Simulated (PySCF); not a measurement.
FGeH₇Si₂, SMILES F[SiH2][SiH2][GeH3]. Geometry: PBE-D3(BJ)/def2-SVP. The structure was generated by enumeration, and PubChem lists no compound with its InChIKey, so it may never have been made. The values are those of a single conformer.

Computed equilibrium geometry at PBE-D3(BJ)/def2-SVP (PySCF confirms it by a frequency run) as a Z-matrix, and its point group (one conformer of several):
point group Cs.
```
Si
H 1 1.5064
H 1 1.5064 2 108.70
Si 1 2.3483 2 110.24 3 -120.95
F 4 1.6463 1 110.90 2 60.01
H 4 1.5048 5 108.16 1 -120.99
H 4 1.5048 6 109.08 5 117.42
Ge 1 2.3982 2 109.42 3 119.44
H 8 1.5508 1 110.67 2 -59.50
H 8 1.5515 9 108.63 1 121.19
H 8 1.5515 9 108.63 10 117.63
```
